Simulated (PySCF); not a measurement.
**Dipole moment and polarisability of `C[SiH2][Si@@H](O)SC`**

C2H10OSSi2.
Cartesian coordinates in Å at the GFN2-xTB level; atoms count from 1:
```
atom  x, y, z in Å
C1    -2.7902    0.2288    0.4806
Si2   -1.0891    0.6026   -0.2693
Si3    0.4172   -0.9941    0.4488
O4    -0.1486   -2.4124   -0.1043
S5     2.3960   -0.7700   -0.4040
C6     2.7883    0.8951    0.2003
H7    -3.1068   -0.7827    0.2438
H8    -2.7687    0.3211    1.5629
H9    -3.5490    0.9100    0.1079
H10   -0.6804    1.9493    0.1757
H11   -1.2160    0.6931   -1.7329
H12    0.6898   -1.1203    1.8890
H13    0.4261   -3.1550   -0.2764
H14    2.1018    1.6113   -0.2412
H15    2.7171    0.9168    1.2833
H16    3.8048    1.1152   -0.1081
```

Level: wB97X-D/def2-SVPD (PySCF), static field, nuclei fixed, core orbitals frozen in the response. The polarisability tensor in these axes (au):

```
x   124.76  -0.75  -3.04
y    -0.75 100.14  -1.05
z    -3.04  -1.05  88.84
```

What are the eigenvalues, a third of the trace, and Δα (Δα² = ½Σ(αi − αj)² over the three pairs)?

Principal values 88.48, 100.23 and 125.03 au; mean 104.58 au = 15.50 Å³ = 17.24 × 10⁻⁴⁰ C²·m²/J; Δα = 32.32 au (31 % of the mean).

What is the dipole moment, and where does it point?

(-0.33, 0.67, 0.92) D, 1.18 D in size, pointing from the negative to the positive side. Measured along this direction, the outermost atoms are H13 at the negative end and H8 at the positive end.

How large is μ²/3kT at 273 K beside α?

In Gaussian units μ²/3kT = 12.39 Å³ against 15.50 Å³, a ratio of 0.80; the Debye molar polarisation (4π/3)N_A(α + μ²/3kT) is 70.4 cm³/mol, leaving out the vibrational part.

Give the eigenvalues of the traceless quadrupole moment Θ = ½Σq(3rr − r²1), origin at the centre of nuclear charge.

-4.71, -0.87, 5.58 D·Å. The values depend on the origin, since the dipole doesn't vanish. The electronic extent ⟨r²⟩ about the same centre is 1435 bohr², a root-mean-square distance of 2.33 Å for the 74 electrons.

Give the principal axes and the span of the nuclei along them.

Largest value along (1.00, -0.03, -0.08), where the nuclei span 7.34 Å; middle along (0.02, 1.00, -0.10), 5.02 Å; least along (0.09, 0.09, 0.99), 3.58 Å. The response follows the extents in order.

What depolarisation ratio follows for Rayleigh scattering of linearly polarised light, taking the static tensor?

ρ = 3Δα²/(45ᾱ² + 4Δα²) = 3133.5/(492178 + 4177.9) = 0.00631.

The structure is a single GFN2-xTB conformer in the gas phase; no vibrational or solvent corrections.
